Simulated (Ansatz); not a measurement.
System: C₆H₄Br, net charge 0, doublet state. It need not be the lowest isomer of its formula. 
Coordinates optimised at B3LYP-D3(BJ)/def2-TZVP (Ansatz, an electronic-structure program):
```xyz
11

C     -2.8500     0.1930    -0.1556
C     -2.3120    -1.0639    -0.0693
C     -0.9189    -1.1543     0.0066
C     -0.1629     0.0110    -0.0089
C     -0.7492     1.2673    -0.0976
C     -2.1418     1.3655    -0.1738
Br     1.7405    -0.1179     0.0950
H     -2.9198    -1.9594    -0.0588
H     -0.4358    -2.1191     0.0764
H     -0.1362     2.1578    -0.1076
H     -2.6190     2.3345    -0.2435
```
Charge 0, spin multiplicity 2.

Total electronic energies in hartree. Correlated levels leave the core frozen unless marked. UHF or UKS for open shells. No spin-orbit coupling. The frozen core is the preceding noble-gas configuration, with the filled d and f shells of earlier blocks. No relativistic terms. CBS marks a two-point X^-3 extrapolation of the correlation energy; Hartree-Fock from the larger set. The bracket is a focal-point correction in the basis named. The program attaches cautions to a run behind CCSD(T)/STO-3G: large difference.

The UHF reference is spin-contaminated (<S^2> 0.62 over the pure value in the largest basis). 

```tsv
level	program	energy (Eh)
SVWN5/def2-TZVPD	Ansatz	-2799.53626
PBE-D3(BJ)/def2-TZVPD	Ansatz + dftd3	-2804.52622
PBE-D4/def2-TZVPD	Ansatz + dftd4	-2804.52645
r2SCAN/def2-TZVPD	Ansatz	-2805.05316
r2SCAN-D3(BJ)/def2-TZVPD	Ansatz + dftd3	-2805.05670
PBE0/6-31G*	Ansatz	(withheld)
BHLYP-D3(BJ)/def2-TZVPD	Ansatz + dftd3	-2805.06349
HSE06/def2-TZVPD	Ansatz	-2804.61364
CAM-B3LYP/def2-TZVPD	Ansatz	-2805.18800
LC-wPBE-D4/def2-TZVPD	Ansatz + dftd4	-2804.67462
B2GP-PLYP-D3(BJ)/def2-TZVPD	Ansatz + dftd3	-2804.38480
B2GP-PLYP/def2-TZVPD	Ansatz	-2804.37623
B2PLYP-D3(BJ)/def2-TZVPD	Ansatz + dftd3	-2804.58336
B2PLYP/def2-TZVPD	Ansatz	-2804.57282
RPA@PBE/cc-pVTZ	Ansatz	-2803.64257
MP2/cc-pVDZ	Ansatz	-2802.69805
MP2/cc-pVQZ	Ansatz	-2803.12403
SCS-MP2/cc-pVDZ	Ansatz	-2802.66734
CCSD(T)/STO-3G	Ansatz	-2771.74457
CCSD(T)/cc-pVTZ	Ansatz	-2803.15989
CCSD(T)/cc-pVQZ	Ansatz	-2803.24582
RI-MP2/CBS(cc-pVTZ,cc-pVQZ)+[CCSD(T)-MP2]/cc-pVDZ	Ansatz	-2803.2931
CCSD(T)/CBS(cc-pVTZ,cc-pVQZ)	Ansatz	-2803.2963
```

Problem. Some entries are withheld; supply them.

Solution. 
- PBE0/6-31G*, energy (Eh): -2804.24187
